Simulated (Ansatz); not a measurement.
Relaxation of C2H8Al2OS (14 atoms, charge 0, multiplicity 1), to a largest force component of 0.015 eV/Å in at most 40 steps.

All numbers below come from RKS B3LYP-D4/STO-3G (Ansatz).

```xyz
14
Properties=species:S:1:pos:R:3
C -0.045 0.597 2.315
Al 1.244 -0.249 1.131
C 0.595 -1.404 -0.385
S 1.276 -0.732 -1.973
Al -0.484 0.756 -2.292
O -2.030 0.264 -3.121
H 0.051 1.745 2.235
H 0.100 0.337 3.347
H -1.110 0.374 2.017
H 2.809 0.011 1.382
H 1.064 -2.410 -0.203
H -0.458 -1.502 -0.336
H -0.394 2.272 -1.713
H -2.631 -0.086 -2.374
```

Q: Where does it end, and by what steps?

A: It converged. Limits of this set-up: minimal basis. After 22 steps the energy has fallen by 2.264 eV; O6 moved furthest, 1.59 Å. Joined: Al2–S4.

| step | energy less start (eV) | largest force component (eV/Å) | accepted |
| --- | --- | --- | --- |
| 0 | 0.0000 | 3.253 | yes |
| 1 | -0.8920 | 1.184 | yes |
| 2 | -0.9653 | 0.936 | yes |
| 3 | -1.0109 | 1.688 | yes |
| 4 | -1.0894 | 2.603 | yes |
| 5 | -1.2850 | 1.769 | yes |
| 6 | -1.5954 | 0.943 | yes |
| 7 | -1.8617 | 1.007 | yes |
| 8 | -2.0676 | 1.140 | yes |
| 9 | -2.1369 | 0.582 | yes |
| 10 | -2.1735 | 0.855 | yes |
| 11 | -2.2126 | 0.389 | yes |
| 12 | -2.2370 | 0.380 | yes |
| 13 | -2.2403 | 0.603 | yes |
| 14 | -2.2559 | 0.203 | yes |
| 15 | -2.2351 | 0.365 | no |
| 16 | -2.2604 | 0.108 | yes |
| 17 | -2.2624 | 0.031 | yes |
| 18 | -2.2628 | 0.016 | yes |
| 19 | -2.2632 | 0.024 | yes |
| 20 | -2.2632 | 0.034 | yes |
| 21 | -2.2635 | 0.025 | yes |
| 22 | -2.2636 | 0.006 | yes |

```xyz
14
Properties=species:S:1:pos:R:3
C -0.148 0.757 1.614
Al 1.188 -0.455 0.936
C 0.610 -1.639 -0.436
S 1.276 -0.112 -1.348
Al -0.521 1.068 -1.522
O -2.052 0.344 -1.528
H 0.231 1.781 1.739
H -0.512 0.446 2.603
H -1.049 0.833 0.981
H 2.537 -0.596 1.565
H 1.213 -2.502 -0.745
H -0.442 -1.832 -0.696
H -0.408 2.532 -1.779
H -1.938 -0.656 -1.356
```

Run time: 110 s on 1 thread of Arm Neoverse V1 (shared host), peak memory 0.16 GiB.
